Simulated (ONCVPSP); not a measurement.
## zirconium (Zr): one change to an ONCV potential, before and after

zirconium (Zr), optimised norm-conserving Vanderbilt (ONCV), made with ONCVPSP 4.0.1 (PBE, scalar-relativistic). Core [Ar] 3d10, reference 4s2 4p6 4d2 (charge +2). Waves: 4s: rc 1.15 bohr, ncon 4, nbas 7, qcut 4.5 1/bohr, 2 projectors, debl 1.4 Ha; 4p: rc 1.40 bohr, ncon 4, nbas 7, qcut 5.1 1/bohr, 1 projector; 4d: rc 2.00 bohr, ncon 4, nbas 8, qcut 4.2 1/bohr, 2 projectors, debl 0.8 Ha. Local part: polynomial inside 0.80 bohr (lpopt 5, dvloc0 6 Ha). Core correction: Teter function, fcfact 2.25, rcfact 1.35.

In the s channel the program set the typed energies aside and used -2.535, 0.250 Ha.

Change: s: debl 5.4.

Cutoffs: the cutoffs (Ha) at which the residual kinetic energy of the hardest occupied pseudo-wave falls to 1 and 0.1 mHa per electron; they do not see the model core or the augmentation charge, which bear on the density cutoff. Errors are all-electron minus pseudo energies relative to the spin-unpolarised reference configuration.

Q: What does the change do?

A: The potential gets neither clearly harder nor softer (82 Ha and 97 Ha → 82 Ha and 97 Ha); of the 4 tests that both files solve, the error grows in 3 and shrinks in 0 by more than 15 % and 0.3 meV (median size 2.0 → 6.5 meV); the range in which the s phases agree widens (upper end 2.4 → 3.9); neither file shows a bound ghost.

```csv
quantity,base,changed
"cutoff, loose",82 Ha,82 Ha
"cutoff, tight",97 Ha,97 Ha
bound ghosts,none,none
GHOST(+) flags under 300 eV,"s at 70.1 eV, d at 298.3 eV","s at 105.8 eV, d at 298.3 eV"
"error for 4s2 4p6 4d2 5s2, meV [ΔE -20.08 eV]",+2.4,+8.0
"error for 4s2 4p6 4d2 5s1, meV [ΔE -12.94 eV]",+1.5,+5.1
"error for 4s2 4p6 4d1, meV [ΔE 22.63 eV]",+14,+14
"error for 4s2 4p6 4d3 5s1, meV [ΔE -18.88 eV]",+1.6,+3.9
s: phases at 1.17 bohr within 0.05 rad from the reference energy up to (Ha; the scan ends near 5),2.4,3.9
p: phases at 1.42 bohr within 0.05 rad from the reference energy up to (Ha; the scan ends near 5),0.8,0.8
d: phases at 2.03 bohr within 0.05 rad from the reference energy up to (Ha; the scan ends near 5),2.4,2.4
"rms error of d²Exc/dni dnj with the model core, mHa",0.36,0.36
```
